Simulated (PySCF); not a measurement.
## Radial density of Dy⁴⁰⁺ (dysprosium, charge +40)

UHF, [Ar] 3d8, high-spin 3F determinant. Calculation: PySCF 2.14, in an uncontracted even-tempered set (16 s from 7.7 bohr⁻², ratio 2.5; 11 p from 10 bohr⁻², ratio 2.5; 8 d from 10 bohr⁻², ratio 2.5; 4 f from 41 bohr⁻², ratio 2.7; 3 g from 62 bohr⁻², ratio 2.7); the non-relativistic Hamiltonian (point nucleus).

| r (bohr) | 4πr²ρ (e/bohr) | 4πr²(ρα − ρβ) |
| --- | --- | --- |
| 0.000479 | 0.5518 | 0.0000 |
| 0.000805 | 1.495 | 0.0000 |
| 0.00135 | 3.935 | -0.0001 |
| 0.00228 | 9.856 | -0.0001 |
| 0.00383 | 22.73 | -0.0003 |
| 0.00644 | 45.64 | -0.0006 |
| 0.0108 | 73.09 | -0.0007 |
| 0.0182 | 83.61 | 0.0038 |
| 0.0307 | 75.00 | 0.0687 |
| 0.0516 | 97.85 | 0.6906 |
| 0.0867 | 102.1 | 4.0029 |
| 0.146 | 77.28 | 10.1708 |
| 0.245 | 68.60 | 7.0070 |
| 0.413 | 6.885 | 0.5865 |
| 0.694 | 0.03407 | 0.0027 |

A non-relativistic calculation at this Z misses sizeable relativistic shifts. Spin-orbit coupling is strong in this species (close to jj coupling), so the high-spin LS determinant is a model state, not a physical level.
